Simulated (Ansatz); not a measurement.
A run for Ansatz (a quantum-chemistry and plane-wave program): R-PBE0/def2-TZVPP on CoN, 2S+1 = 1, a spin state set in the input, which need not be the lowest, a point of a bond scan (R = 1.508 Å).

Ansatz 0.2 input:
```yaml
crystal:
  periodic: [false, false, false]
  atoms:
    - {symbol: Co, position_ang: [0.00000000, 0.00000000, 0.00000000]}
    - {symbol: N, position_ang: [0.00000000, 0.00000000, 1.50769300]}
basis:
  gaussian:
    orbitals: def2-TZVPP
    pivot_positions_ang: [[0.00000000, 0.00000000, 0.00000000], [0.00000000, 0.00000000, 1.50769300]]
hamiltonian:
  xc: {name: PBE0}
output: {forces: true, orbitals: {seedname: ./end}}
```

### Question
What total energy does the run end on?

### Answer
-1437.0756 hartree.
